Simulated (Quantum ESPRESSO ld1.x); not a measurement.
Results of a calculation; reference values are marked as such.
Excited configurations of P VIII: one electron is placed in a higher orbital outside [He] 2s2 2p3. The ground configuration is [He] 2s2 2p4. Code: ld1.x of Quantum ESPRESSO 7.5. Model: scalar-relativistic Kohn-Sham, LDA (Slater exchange, Perdew-Wang correlation), spin-polarised, spherical densities, point nucleus; open shells are filled with parallel spins first. Excitation = E - E(ground); binding = E(ion) - E, where the ion is the core of charge +8; n* = 8/sqrt(2 binding) in atomic units. These energies are relativistic, and a one-electron ion of charge +8 with no core already has n* below n in this formula (scalar-relativistic equation, point nucleus: 3d 3.000, 4s 3.999, 4p 3.999, 4d 4.000, 4f 4.000, 5p 4.999, 5f 5.000, 6p 5.999, 7s 6.998, 7p 6.999, 7f 7.000). The quantum defect is therefore taken as that value minus n*, so that it holds no relativistic shift of the bare ion.

outer orbital  excitation (eV)  binding (eV)     n*  quantum defect  <r> (bohr)
3d                      204.81        104.04  2.893           0.107       1.185
4s                      240.37        68.478  3.566           0.433       2.406
4p                      244.89        63.956  3.690           0.309       2.456
4d                      250.49        58.364  3.863           0.137       2.439
4f                      254.00        54.847  3.985           0.015       2.214
5p                      269.09        39.764  4.680           0.320       4.019
5f                      273.39        35.458  4.956           0.044       3.866
6p                      281.73        27.115  5.667           0.332       5.952
7s                      288.42        20.425  6.529           0.469       8.068
7p                      289.17        19.676  6.653           0.347       8.255
7f                      290.62        18.227  6.912           0.088       8.283

The Delta-SCF ionisation energy is 308.85 eV (NIST Atomic Spectra Database: 309.6 eV, semi-empirical). Self-interaction in the functional shifts the binding energies and quantum defects, so they are the method's values and not measured ones. Open shells are spherical and high-spin; term and fine-structure splittings are not resolved.
